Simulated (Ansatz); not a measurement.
System: BBr2, charge 1, singlet. BBr2+ (parent SMILES Br[B]Br, singlet).
B3LYP-D3(BJ)/def2-TZVP minimum from Ansatz (an electronic-structure program):
```xyz
3

Br     0.0000     0.0000    -1.7665
B      0.0000     0.0000     0.0000
Br     0.0000     0.0000     1.7665
```
Charge +1, spin multiplicity 1.

Total energies in aug-cc-pVDZ, 16 correlated electrons, 29 frozen orbitals. Radicals and triplets start from unrestricted determinants; spin-orbit coupling is neglected. Correlated methods leave the cores frozen (noble-gas shells, and filled d and f shells in the p block). No relativity. Spin-orbit terms, left out, reach several kcal/mol for Br and I, and more for heavier atoms. The spin of BBr2+ (parent SMILES Br[B]Br, singlet) was assumed, and the state is the lowest solution found for it.

```
method    program  energy (Eh)  minus CCSDT(Q) (mEh)
--------  -------  -----------  --------------------
HF         Ansatz  -5169.21072                346.05
MP2        Ansatz  -5169.51903                 37.74
CCSD       Ansatz  -5169.54101                 15.76
CCSD(T)    Ansatz  -5169.55505                  1.72
CCSDT(Q)   Ansatz  -5169.55677                  0.00
```

Rough core times of Ansatz's runs on a shared machine: CCSD(T) under 20 s, CCSDT(Q) 2 min.
